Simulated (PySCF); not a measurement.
# Finite-field polarisability of Se⁻ (selenium, charge -1)

[Ar] 3d10 4s2 4p5, 2P determinant. Calculation: PySCF 2.14, in def2-QZVPPD; no relativity, point nucleus. Frozen: [Ar] 3d10. Energy changes in a uniform field (μhartree):

```
axis  F (au)        HF       MP2      CCSD   CCSD(T)
   x  0.0021   -99.029  -105.796  -104.832  -106.884
   x  0.0042  -396.258  -423.388  -419.550  -427.778
   y  0.0018   -99.580  -107.620  -105.632  -108.746
   y  0.0036  -398.673  -430.891  -422.964  -435.454
```

By symmetry the remaining axis equals y.

(1) Derive α along x at CCSD(T) from the two fields.

(2) And the mean polarisability at each level?

The polarisability of an anion needs two sets of diffuse s and p functions; this basis lacks them, so these values show the method and not the converged property.

Results:

(1) With ΔE = −αF²/2 − γF⁴/24, α = −(16 ΔE(F) − ΔE(2F))/(6F²) = 48.46 bohr³.

(2) The components xx, yy, zz at CCSD(T) are 48.46, 67.10, 67.10, the third axis being equal by symmetry to one of the two computed. Means: HF 55.94, MP2 60.26, CCSD 59.30, CCSD(T) 60.89 bohr³.
